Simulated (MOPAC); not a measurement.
MOPAC input (AM1):

```
AM1 1SCF GEO-OK AUX(PRECISION=9) THREADS=1
C2HClF2

C     0.49340100 1   -0.59685400 1    0.01157200 1
C    -0.79925400 1   -0.33162200 1    0.07436000 1
F    -1.72376400 1   -1.26740200 1    0.19996900 1
F    -1.34397000 1    0.86328500 1    0.02315200 1
Cl    1.68238800 1    0.63658900 1   -0.15211800 1
H     0.84413700 1   -1.61410400 1    0.06231800 1
```

Output:

```
 *******************************************************************************
 **                                                                           **
 **                              MOPAC v23.2.5                                **
 **                                                                           **
 *******************************************************************************
 ** MOPAC's Digital Object Identifier: https://doi.org/10.5281/zenodo.6511958 **
 **                                                                           **
 ** Please cite the open-source release paper for use of this MOPAC version:  **
 ** J. E. Moussa and J. J. P. Stewart (2026)                                  **
 ** MOPAC: An open-source semiempirical molecular orbital program             **
 ** J. Open Source Softw., 11(119), 8025, https://doi.org/10.21105/joss.08025 **
 *******************************************************************************

                              AM1 CALCULATION RESULTS

 *******************************************************************************
 *  AM1        - The AM1 Hamiltonian to be used
 *  GEO-OK     - OVERRIDE INTERATOMIC DISTANCE AND OTHER SAFETY CHECKS
 *  1SCF       - DO 1 SCF AND THEN STOP
 *  AUX        - OUTPUT AUXILIARY INFORMATION
 *******************************************************************************
AM1 1SCF GEO-OK AUX(PRECISION=9) THREADS=1
 C2HClF2

   ATOM   CHEMICAL          X               Y               Z
  NUMBER   SYMBOL      (ANGSTROMS)     (ANGSTROMS)     (ANGSTROMS)

     1       C          0.49340100  *  -0.59685400  *   0.01157200  *
     2       C         -0.79925400  *  -0.33162200  *   0.07436000  *
     3       F         -1.72376400  *  -1.26740200  *   0.19996900  *
     4       F         -1.34397000  *   0.86328500  *   0.02315200  *
     5      Cl          1.68238800  *   0.63658900  *  -0.15211800  *
     6       H          0.84413700  *  -1.61410400  *   0.06231800  *

          CARTESIAN COORDINATES

    NO.       ATOM           X           Y           Z

     1         C          0.4934     -0.5969      0.0116
     2         C         -0.7993     -0.3316      0.0744
     3         F         -1.7238     -1.2674      0.2000
     4         F         -1.3440      0.8633      0.0232
     5        Cl          1.6824      0.6366     -0.1521
     6         H          0.8441     -1.6141      0.0623

  H: (AM1): M.J.S. DEWAR ET AL, J. AM. CHEM. SOC. 107 3902-3909 (1985)
  C: (AM1): M.J.S. DEWAR ET AL, J. AM. CHEM. SOC. 107 3902-3909 (1985)
  F: (AM1): M.J.S. DEWAR AND E. G. ZOEBISCH, THEOCHEM, 180, 1 (1988).
 Cl: (AM1): M.J.S. DEWAR AND E. G. ZOEBISCH, THEOCHEM, 180, 1 (1988).

           Empirical Formula: C2 H F2 Cl  =     6 atoms

      MOLECULAR POINT GROUP   :   Cs

      RHF CALCULATION, NO. OF DOUBLY OCCUPIED LEVELS = 15

 -------------------------------------------------------------------------------
 AM1 1SCF GEO-OK AUX(PRECISION=9) THREADS=1
 C2HClF2

     1SCF WAS SPECIFIED, SO BFGS WAS NOT USED
     SCF FIELD WAS ACHIEVED

                              AM1 CALCULATION
                                                       MOPAC v23.2.5 Linux

          FINAL HEAT OF FORMATION =        -87.29732 KCAL/MOL =    -365.25198 KJ/MOL

          COSMO AREA              =        106.56 SQUARE ANGSTROMS
          COSMO VOLUME            =         90.80 CUBIC ANGSTROMS

          IONIZATION POTENTIAL    =         10.176989 EV
          HOMO LUMO ENERGIES (EV) =        -10.177 -0.016
          NO. OF FILLED LEVELS    =         15
          MOLECULAR WEIGHT        =         98.4797         POINT GROUP:  Cs

          MOLECULAR DIMENSIONS (Angstroms)

            Atom       Atom       Distance
           Cl     5    F     3     3.91804
            H     6    F     4     3.23172
            F     4    C     2     0.00000

          SCF CALCULATIONS        =          1

   ATOM   CHEMICAL          X               Y               Z
  NUMBER   SYMBOL      (ANGSTROMS)     (ANGSTROMS)     (ANGSTROMS)

     1       C          0.49340100  *  -0.59685400  *   0.01157200  *
     2       C         -0.79925400  *  -0.33162200  *   0.07436000  *
     3       F         -1.72376400  *  -1.26740200  *   0.19996900  *
     4       F         -1.34397000  *   0.86328500  *   0.02315200  *
     5      Cl          1.68238800  *   0.63658900  *  -0.15211800  *
     6       H          0.84413700  *  -1.61410400  *   0.06231800  *

                             CARTESIAN COORDINATES

   1    C        0.493401000    -0.596854000     0.011572000
   2    C       -0.799254000    -0.331622000     0.074360000
   3    F       -1.723764000    -1.267402000     0.199969000
   4    F       -1.343970000     0.863285000     0.023152000
   5   Cl        1.682388000     0.636589000    -0.152118000
   6    H        0.844137000    -1.614104000     0.062318000

           Empirical Formula: C2 H F2 Cl  =     6 atoms

      MOLECULAR POINT GROUP   :   Cs

                  EIGENVALUES
 -52.31701 -50.17621 -38.11899 -32.83489 -23.48609 -19.74174 -18.74950 -18.57708
 -15.61904 -15.53395 -15.13610 -14.85459 -13.55504 -12.18966 -10.17699  -0.01593
   0.78218   2.34117   3.41355   4.26203   4.56948

              NET ATOMIC CHARGES AND DIPOLE CONTRIBUTIONS

  ATOM NO.   TYPE          CHARGE      No. of ELECS.   s-Pop       p-Pop
    1          C          -0.251234        4.2512     1.23432     3.01692
    2          C           0.234999        3.7650     1.15325     2.61175
    3          F          -0.092874        7.0929     1.90863     5.18424
    4          F          -0.085178        7.0852     1.90610     5.17907
    5         Cl           0.013261        6.9867     1.98338     5.00336
    6          H           0.181025        0.8190     0.81897
 DIPOLE           X         Y         Z       TOTAL
 POINT-CHG.     0.662    -0.805     0.016     1.042
 HYBRID        -0.196     0.020     0.011     0.197
 SUM            0.466    -0.784     0.027     0.913

          ATOMIC ORBITAL ELECTRON POPULATIONS

     Atom    s        px        py        pz
    1  C   1.23432   0.88031   0.98646   1.15015
    2  C   1.15325   0.84868   0.73133   1.03174
    3  F   1.90863   1.63392   1.62909   1.92124
    4  F   1.90610   1.84626   1.41148   1.92133
    5 Cl   1.98338   1.52782   1.51943   1.95611
    6  H   0.81897

 **********************
 *                    *
 * JOB ENDED NORMALLY *
 *                    *
 **********************

 == MOPAC DONE ==
```

The geometry given is a B3LYP-D3(BJ)/def2-TZVP minimum.
